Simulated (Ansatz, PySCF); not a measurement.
This triplet is an excited state, 2.57 eV above the relaxed singlet at the level frozen-core CCSD(T)/cc-pVTZ // PBE0-D3(BJ)/def2-TZVP (Ansatz, an electronic-structure program).

Cartesian coordinates (Å):
```xyz
4

C     -1.9397    -0.1290     0.1877
N     -0.7923     0.1098     0.0331
Si     0.8193     0.5789    -0.2198
F      1.9127    -0.5598    -0.0009
```
Charge 0, spin multiplicity 3.

Question: Predict the dipole moment, highest occupied spin orbital and total energy from PBE-D3(BJ)/def2-TZVP // PBE0-D3(BJ)/def2-TZVP run with PySCF.

Answer: 
dipole moment: 2.53 D
highest occupied spin orbital: -4.74 eV
total energy: -481.8563 Ha
